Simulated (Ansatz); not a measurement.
`[OH][Ga]([Br])[O][SiH3]` + HCl → `[OH][Ga]([Cl])[O][SiH3]` + HBr  (ligand exchange at a Ga–Br bond)

Program: Ansatz. Geometries: PBE0-D4/def2-TZVP. ΔE: electronic, gas phase. CBS: MP2 limit from def2 TZ/QZ plus the TZ coupled-cluster correction, frozen cores. This one scheme is used for every species. DFT in def2-TZVPP. For Br, Ga outer-core shells are correlated without core-valence functions, which leaves a few kJ/mol of doubt a bond. Scalar relativity is left out up to krypton. Each species was taken in one conformer, which may not be the lowest.

```csv
level,ΔE (kJ/mol)
r2SCAN-D4,10.8
MP2/def2-QZVPP,13.5
MP2/CBS(def2),13.9
CCSD/CBS(def2),12.7
```

Q: What does CCSD(T)/CBS give? (An estimate is asked.)

A: Ansatz gave: +12.8 kJ/mol. The listed levels differ from it by -2.0, 0.7, 1.1, -0.1 kJ/mol.

Largest T1 diagnostic among the species: 0.013.
